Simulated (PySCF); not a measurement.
SMILES [Al]([F])([O][SiH3])[F] (H₃AlF₂OSi) (B3LYP/def2-SVP optimised geometry):

```
8

Al    -1.656    -1.910    -2.708
F     -1.179    -3.437    -3.119
F     -2.746    -1.155    -3.692
O     -1.058    -1.155    -1.342
Si    -0.499    -0.362     0.000
H     -0.986     1.048     0.000
H      0.991    -0.362     0.000
H     -0.991    -1.048     1.229
```

Level of theory: PySCF 2.14.0 with B3LYP/def2-TZVP.

### Question
What are the frontier orbital energies and the dipole moment?

### Answer
HOMO-2 -10.76 eV, HOMO-1 -9.05 eV, HOMO -8.95 eV, LUMO -1.65 eV, LUMO+1 -0.21 eV; dipole moment 1.43 D.

Meta-Löwdin charges at B3LYP/def2-TZVP: Al1 1.48, F2 -0.53, F3 -0.53, O4 -0.86, Si5 0.79, H6 -0.12, H7 -0.12, H8 -0.12.
